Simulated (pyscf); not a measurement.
PySCF, gas phase, ωB97X-D3(BJ)/def2-SVP geometries. Correlated levels are frozen-core, on RHF or UHF. ΔMP2 is the change of the MP2 total energy from the triple- to the quadruple-zeta basis.

SMILES: [O]=[Sn]([OH])[Br]
```xyz
5

O      2.2187    -1.1689    -1.4017
Sn     0.6815    -0.4565    -0.7175
O      0.3646     1.2883     0.1033
Br    -1.5478    -1.4818    -0.6067
H     -0.5597     1.3885     0.3726
```

How much does it cost (ΔH, 298 K, CCSD(T)/def2-TZVPP + ΔMP2(QZVPP)) to split `[O]=[Sn]([OH])[Br]` at its Br–Sn bond into [O=Sn–OH]• + Br•?

Br–Sn to [O=Sn–OH]• + Br•: 64.9 kcal/mol. The radicals are drawn with the spin at the cut bond; how far it spreads was not checked. Other isomers of [O=Sn–OH]• were not searched in full and may lie lower. The CCSD(T) − MP2 part came from Ansatz, without density fitting, on the same reference. The frozen core leaves the outer d or s,p core shells of the metals and heavy elements correlated in the MP2 and CC values, and def2-TZVPP describes them poorly, which can shift differences by a few kcal/mol. Left out: the spin-orbit lowering of Br, which is large for Br, Se, Te and I. Elements up to Kr have no core potential and no relativistic terms here. Elements past Kr carry the def2 core potentials, without spin-orbit coupling.
